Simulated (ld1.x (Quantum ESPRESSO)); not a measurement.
An all-electron radial function and its pseudo partner (Au)

Columns: radius, all-electron u(r) and pseudo u(r) of the 6p shell (level -0.77 eV) of gold in the configuration [Xe] 4f14 5d10 6s1 6p0; PBE, scalar-relativistic, ultrasoft scheme, ld1.x (Quantum ESPRESSO) 7.5.

```
r (bohr)  all-electron  pseudo
   0.152       -0.0631  0.0025
   0.305        0.0935  0.0100
   0.458        0.0395  0.0223
   0.610       -0.0863  0.0389
   0.762       -0.1564  0.0595
   0.915       -0.1587  0.0836
   1.068       -0.1150  0.1106
   1.220       -0.0492  0.1396
   1.372        0.0235  0.1701
   1.525        0.0950  0.2016
   1.678        0.1603  0.2334
   1.830        0.2176  0.2647
   1.982        0.2670  0.2949
   2.135        0.3091  0.3239
   2.288        0.3442  0.3509
   2.440        0.3730  0.3753
   2.592        0.3963  0.3967
   2.745        0.4150  0.4150
   2.898        0.4295  0.4295
   3.050        0.4403  0.4403
   3.202        0.4481  0.4481
   3.355        0.4533  0.4533
   3.508        0.4562  0.4562
   3.660        0.4571  0.4571
   3.812        0.4564  0.4564
   3.965        0.4542  0.4542
```

Q: How many radial nodes do the two functions have?

A: The all-electron 6p function has n − l − 1 = 4 (the table is too coarse to show those close to the nucleus); the pseudo-wave has 0, since the states of the same l below it are removed with the core.

Q: At about which radius was the pseudo-wave matched?

A: 2.80 bohr. The columns agree to 0.0005 from 2.59 bohr on; several derivatives are matched, so the curves merge somewhat inside the radius.

Q: Is the pseudo-wave norm-conserving?

A: No, it belongs to an ultrasoft set: the norm inside the radius is not constrained, and the difference is carried by the augmentation charge.
